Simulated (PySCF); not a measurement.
PySCF 2.14 output of a UHF calculation on a single atom or ion in dyall-av3z, with no relativity, point nucleus:

```
SCF conv_tol = 1e-09
number electrons alpha = 1  beta = 0
cycle= 1 E= 0.612544901414893  delta_E= -1.11e-16  |g|= 1.11e-16  |ddm|= 5.62e-16
converged SCF energy = 0.612544901414893  <S^2> = 0.75  2S+1 = 2
```

The run itself started from symmetry-adapted Hartree-Fock orbitals and held the occupation by maximum overlap, so the iterations belong to that start.

Problem. Which element, charge and spin multiplicity is this?

Solution. He⁺ (helium, charge +1), multiplicity 2; the state was 3d1, 2D determinant (an excited configuration).

The outer electron is Rydberg-like, and this basis confines it to a smaller radius and binds it less than a complete one would. At UHF the highest occupied level has a positive energy, so only the finite basis holds that electron; for this excited configuration the basis is too tight for the outer shell.
